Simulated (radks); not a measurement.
The numbers below are computed, except where a source is named.
Cd XXV, 24 electrons, occupied as [Ar] 3d6. Level of theory: Dirac Kohn-Sham, PBE, spin-unpolarised, spherical densities, finite nucleus; open shells fill j = l - 1/2 first; Fermi nuclear charge, rms radius 4.6087 fm (a radial shooting solver on a logarithmic mesh with Libxc functionals).

Spin-orbit splittings of the eigenvalues, e(l+1/2) - e(l-1/2), with zeta = 2 splitting/(2l+1) and mean radii in bohr:

| shell | occ. | splitting (eV) | zeta (eV) | <r> j=l-1/2 | <r> j=l+1/2 |
|---|---|---|---|---|---|
| 2p | 6 | 193.8 | 129.2 | 0.1108 | 0.1159 |
| 3p | 6 | 39.23 | 26.16 | 0.3300 | 0.3392 |
| 3d | 6 | 8.484 | 3.393 | 0.3043 | 0.3071 |
| 4p | 0 | 12.37 | 8.243 | 0.6950 | 0.7079 |
